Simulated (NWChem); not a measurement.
Species: iminoborane (BNH2); SMILES B=N

All runs: NWChem. Structure relaxed at the PBE0-D3(BJ)/def2-TZVP level.

**Question.** Order these by “dipole (D)”, lowest first: Hartree-Fock/pcseg-1; Hartree-Fock/def2-SVP; Hartree-Fock/pcseg-2.

**Answer.** Hartree-Fock/def2-SVP (0.10), Hartree-Fock/pcseg-1 (0.34), Hartree-Fock/pcseg-2 (0.43)
